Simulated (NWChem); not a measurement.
System: CH7ClSi2; SMILES C[Si@@H]([SiH3])Cl

Parts of the log:

```
             Northwest Computational Chemistry Package (NWChem) 7.3.0
             --------------------------------------------------------

 C1  symmetry detected

                             Geometry "geometry" -> ""
                             -------------------------

 Output coordinates in angstroms (scale by  1.889725989 to convert to a.u.)

  No.       Tag          Charge          X              Y              Z
 ---- ---------------- ---------- -------------- -------------- --------------
    1 C                    6.0000    -2.06832762     0.39254524    -0.38032178
    2 Si                  14.0000    -0.41931533     0.12974117     0.46737777
    3 Si                  14.0000     0.59929253    -1.90058978    -0.11913034
    4 Cl                  17.0000     0.89609861     1.64045741    -0.12500446
    5 H                    1.0000    -2.78774734    -0.37812425    -0.06017272
    6 H                    1.0000    -1.96014931     0.33639304    -1.47381484
    7 H                    1.0000    -2.48001677     1.38033270    -0.12247205
    8 H                    1.0000    -0.57429577     0.24039860     1.94922851
    9 H                    1.0000    -0.26416647    -3.05592720     0.28296854
   10 H                    1.0000     0.79742675    -1.94484367    -1.60063168
   11 H                    1.0000     1.92555745    -2.02939610     0.55643674

 Effective nuclear repulsion energy (a.u.)     269.3567038740

                                 NWChem DFT Module
                                 -----------------

 Summary of "ao basis" -> "ao basis" (spherical)
 ------------------------------------------------------------------------------
       Tag                 Description            Shells   Functions and Types
 ---------------- ------------------------------  ------  ---------------------
 C                           6-31g*                  6       14   3s2p1d
 Si                          6-31g*                  8       18   4s3p1d
 Cl                          6-31g*                  8       18   4s3p1d
 H                           6-31g*                  2        2   2s

            General Information
            -------------------
          SCF calculation type: DFT
          Wavefunction type:  closed shell.
          No. of atoms     :    11
          No. of electrons :    58
           Alpha electrons :    29
            Beta electrons :    29
          Charge           :     0
          Spin multiplicity:     1
          Use of symmetry is: off; symmetry adaption is: off
          Maximum number of iterations: 150
          AO basis - number of functions:    82
                     number of shells:    44
          Convergence on energy requested:  1.00D-06
          Convergence on density requested:  1.00D-05
          Convergence on gradient requested:  5.00D-04

              XC Information
              --------------
                         B3LYP Method XC Potential
                     Hartree-Fock (Exact) Exchange  0.200
                        Slater Exchange Functional  0.800 local
                    Becke 1988 Exchange Functional  0.720 non-local
              Lee-Yang-Parr Correlation Functional  0.810
                  VWN I RPA Correlation Functional  0.190 local

             Grid Information
             ----------------
          Grid used for XC integration:  fine
          Radial quadrature: Mura-Knowles
          Angular quadrature: Lebedev.
          Tag              B.-S. Rad. Rad. Pts. Rad. Cut. Ang. Pts.
          ---              ---------- --------- --------- ---------
          C                   0.70       70          12.0       590
          Si                  1.10      123          11.0       770
          Cl                  1.00      123          12.0       770
          H                   0.35       60          13.0       590
          Grid pruning is: on
          Number of quadrature shells:   859
          Spatial weights used:  Erf1

      Superposition of Atomic Density Guess
      -------------------------------------

 Sum of atomic energies:       -1078.23307968

      Non-variational initial energy
      ------------------------------

 Total energy =   -1079.735795
 1-e energy   =   -2026.670703
 2-e energy   =     677.578204
 HOMO         =      -0.301175
 LUMO         =       0.044061

     ---------------------------------------------
      Total Density - Mulliken Population Analysis
     ---------------------------------------------

[...]

                         DFT ENERGY GRADIENTS

    atom               coordinates                        gradient
                 x          y          z           x          y          z
   1 C      -3.908572   0.741803  -0.718704    0.004935  -0.001952   0.002292
   2 Si     -0.792391   0.245175   0.883216   -0.000931   0.004441  -0.003803
   3 Si      1.132499  -3.591594  -0.225124   -0.001071   0.002449   0.000358
   4 Cl      1.693381   3.100015  -0.236224   -0.002368  -0.004318   0.000466
   5 H      -5.268079  -0.714551  -0.113710   -0.001684  -0.002418   0.001255
   6 H      -3.704145   0.635691  -2.785106    0.001125  -0.000200  -0.003349
   7 H      -4.686552   2.608451  -0.231439   -0.000414   0.003237   0.001285
   8 H      -1.085262   0.454287   3.683508   -0.000271  -0.000519   0.001933
   9 H      -0.499202  -5.774865   0.534733   -0.001462  -0.001458   0.000689
  10 H       1.506918  -3.675222  -3.024755    0.000143   0.000461  -0.002334
  11 H       3.638776  -3.835003   1.051513    0.001998   0.000278   0.001209
```

Level: B3LYP/6-31G* (spherical d). Geometry: optimised at PBE0/def2-SVP. B3LYP is NWChem's, with the RPA form of VWN correlation.

Q: Write an input that gives this output.

A: Several could match; the one computed here: the input that was run:
```
start job
memory heap 200 mb stack 900 mb global 1100 mb
geometry units angstroms noautoz
  C     -2.056581     0.427524    -0.357547
  Si    -0.397385     0.133513     0.459477
  Si     0.554090    -1.932309    -0.115738
  Cl     0.944766     1.598951    -0.184430
  H     -2.789228    -0.318468    -0.010105
  H     -1.973350     0.351629    -1.452031
  H     -2.436246     1.429896    -0.106941
  H     -0.517634     0.271134     1.942294
  H     -0.330989    -3.057642     0.322794
  H      0.719241    -2.004715    -1.600172
  H      1.890608    -2.086350     0.533840
end
basis spherical
  * library 6-31g*
end
dft
  xc b3lyp
  grid fine
  iterations 150
  mulliken
end
task dft gradient
```
